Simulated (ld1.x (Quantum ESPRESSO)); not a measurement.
Plane-wave convergence, PAW potential for copper

copper, PAW, made with ld1.x (Quantum ESPRESSO) 7.5 (PBE, scalar-relativistic). Core [Ar], reference 3d10 4s1 4p0. Waves: 4s (bound): rcut 2.10, rcutus 2.35 bohr; 4s channel at 0.5 Ry: rcut 2.10, rcutus 2.35 bohr; 4p (bound, empty): rcut 1.95, rcutus 2.60 bohr; 4p channel at 1 Ry: rcut 1.95, rcutus 2.60 bohr; 3d (bound): rcut 1.20, rcutus 1.25 bohr; 3d channel at 3.6 Ry: rcut 1.20, rcutus 1.25 bohr. Local part: all-electron potential smoothed inside 2.35 bohr (lloc = -1). Core correction: Bessel-smoothed model core inside 1.05 bohr. Augmentation charge: PSQ, inside the norm-conserving radii.

The pseudo-atom Hamiltonian at the reference potential is diagonalised in spherical Bessel functions j_l(qr) that vanish at 20 bohr, with q² up to the cutoff. All-electron valence levels (Ry): 4s -0.3388, 4p -0.0512, 3d -0.3703.

Question: How do the lowest levels (Ry) of each channel move with the cutoff, and are there ghosts?

Answer:

```csv
cutoff (Ry),s #1,s #2,p #1,p #2,d #1,f #1,Σ f·Δε (mRy)
8,-0.3388,0.0080,-0.0511,0.0555,0.0627,0.1121,4330.1
18,-0.3388,0.0080,-0.0512,0.0554,0.0602,0.1121,4305.0
40,-0.3388,0.0080,-0.0512,0.0554,-0.3165,0.1121,537.9
60,-0.3388,0.0080,-0.0512,0.0554,-0.3672,0.1121,30.9
110,-0.3388,0.0080,-0.0512,0.0554,-0.3701,0.1121,1.6
180,-0.3388,0.0080,-0.0512,0.0554,-0.3703,0.1121,0.2
400,-0.3388,0.0080,-0.0512,0.0554,-0.3703,0.1121,0.0
```

Result: no extra level below or beside the all-electron valence levels (s, p, d, f tested); 10 mRy is reached at 70 Ry and 1 mRy at 140 Ry.

Its largest configuration-test error is -1717 meV.
